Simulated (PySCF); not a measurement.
# Electron correlation in O²⁺ (oxygen, charge +2)

[He] 2s2 2p2, high-spin 3P determinant. Computed with PySCF 2.14 in x2c-QZVPPall with one added diffuse shell each of s, p, d, f type (8s5p4d3f1g, 73 functions), with scalar relativity by spin-free X2C-1e. Frozen: nothing; 6 electrons correlated.

MP2 pair energies summed by pair of shells (mhartree):

| pair | energy | share (%) |
| --- | --- | --- |
| 2s-2p | -49.79 | 47.9 |
| 2s-2s | -23.53 | 22.7 |
| 1s-1s | -14.00 | 13.5 |
| 2p-2p | -8.10 | 7.8 |
| 1s-2p | -4.60 | 4.4 |
| 1s-2s | -3.84 | 3.7 |

Total MP2 correlation energy: -103.85 mhartree.

Same-spin part -16.52 and opposite-spin part -87.33 mhartree; SCS-MP2 scales them by 1/3 and 6/5 to -110.30 mhartree.

This basis was not built for core-valence correlation, so the inner-shell part is incomplete.
